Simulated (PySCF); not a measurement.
Isomers of C6H4F3N.

All values: PBE0/def2-SVPD (PySCF) at GFN2-xTB geometries, gas phase, one conformer each. Core orbitals are frozen in the response; Δα² is half the sum of the squared differences of the principal polarisabilities.

Task: Rank by mean static polarisability, highest first.
A. `[CH:1]#[C:2][C@@H:3]([N:4]=[CH2:5])[C:6]([F:7])=[C:8]([F:9])[F:10]` with C2–C3–N4–C5 9°, C2–C3–C6–F7 -60°
B. `N#C[C@H]1CC=C1C(F)(F)F`
C. `CC(=C=CC(F)(F)F)C#N`
D. `FC(F)(c1ncccc1)F` (2-(trifluoromethyl)pyridine)

Result: C (12.17 Å³), A (11.76 Å³), D (11.10 Å³), B (10.62 Å³).

Task: Rank by HOMO–LUMO gap, lowest first.
A. `FC(F)(F)C1=CC=CC=N1`
B. `FC(C=C=C(C)C#N)(F)F`
C. `FC(C1=CC[C@@H]1C#N)(F)F`

Result: A (6.61 eV), B (6.74 eV), C (7.52 eV).

All values together:

| SMILES | μ (D) | HOMO (eV) | LUMO (eV) | α (Å³) | Δα (Å³) |
| --- | --- | --- | --- | --- | --- |
| N#C[C@H]1CC=C1C(F)(F)F | 4.95 | -8.86 | -1.33 | 10.62 | 3.12 |
| CC(=C=CC(F)(F)F)C#N | 3.86 | -8.54 | -1.81 | 12.17 | 8.14 |
| FC(F)(F)c1ccccn1 | 4.42 | -8.11 | -1.50 | 11.10 | 5.86 |
| C#C[C@@H](N=C)C(F)=C(F)F | 2.53 | -7.66 | -0.90 | 11.76 | 5.55 |

Conformers: `[CH:1]#[C:2][C@@H:3]([N:4]=[CH2:5])[C:6]([F:7])=[C:8]([F:9])[F:10]` with C2–C3–N4–C5 9°, C2–C3–C6–F7 -60°.
